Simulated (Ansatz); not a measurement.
## Interaction energy ladder

The pair of C2H2 (SMILES C#C, atoms 1–4) and GeH4 (SMILES [GeH4], atoms 5–9), both closed shells, in one local arrangement (a lower one may exist), relaxed at PBE0-D4/def2-TZVP:

C1  (0.209, 0.571, -2.095)
C2  (-0.079, -0.592, -2.100)
H3  (0.465, 1.604, -2.089)
H4  (-0.335, -1.625, -2.104)
Ge5  (-0.053, 0.008, 1.673)
H6  (0.797, 1.185, 1.176)
H7  (0.557, -1.311, 1.183)
H8  (-1.487, 0.146, 1.148)
H9  (-0.073, 0.015, 3.209)
(Å)

Program: Ansatz 0.2.0. Basis: def2-TZVPPD, with def2-QZVPPD for the basis limit. Cores are frozen in the correlated methods. Filled d shells of the heavier atoms are correlated. The def2 sets are not built for correlating such inner shells, so the correlated values are less sure here. B3LYP uses VWN-RPA correlation. Extrapolation: Hartree–Fock as exp(−7.88 √X), correlation as X^−2.97. Interaction energies count from these two fragments, frozen as in the pair, with the counterpoise correction; negative means bound.

Task: What is the interaction energy by CCSD(T) at an estimated basis limit (MP2 extrapolated from triple and quadruple zeta, plus CCSD(T) − MP2 in triple zeta)? (To be estimated.)

Result: Computed: -1.11 kcal/mol. Hartree–Fock alone gives 0.49 kcal/mol at the basis limit, so without correlation the pair would not bind at this distance. It counts from the two fragments frozen as in the pair.

The same quantity by other methods in triple zeta, and each one's difference from that estimate:
```csv
method,E_int (kcal/mol),difference
PBE-D4,-1.33,-0.22
revPBE-D4,-1.13,-0.02
BLYP-D4,-1.00,0.11
r2SCAN-D4,-1.09,0.02
B97M-V,-1.24,-0.13
PBE0-D4,-1.27,-0.16
B3LYP-D4,-1.14,-0.03
HSE06-D4,-1.27,-0.16
wB97X-V,-1.19,-0.08
wB97M-V,-1.19,-0.08
B2PLYP,-0.17,0.94
HF,0.49,1.60
MP2,-1.05,0.07
CCSD,-0.68,0.43
CCSD(T),-0.89,0.22
```
Differences are method less estimate.

Task: Which atoms make the shortest contact between the fragments?

Result: H3 and H6, 3.31 Å apart.

Basis-set superposition shift (counterpoise-corrected less uncorrected): CCSD(T) 0.53; MP2 0.56; HF 0.10; PBE0-D4 0.09; wB97M-V 0.12 kcal/mol.

The T1 diagnostic stays at or below 0.014.

For scale, one of the runs: CCSD(T)/def2-TZVPPD, 230 basis functions, launched by `ansatz run in.yaml --threads 4 --pin off --events-out ev --progress --plain --max-ram 9574MiB`. Time: 94 s of wall clock on 4 CPU threads of an Arm Neoverse V1; the host was shared. Peak host memory: 3.9 GiB.
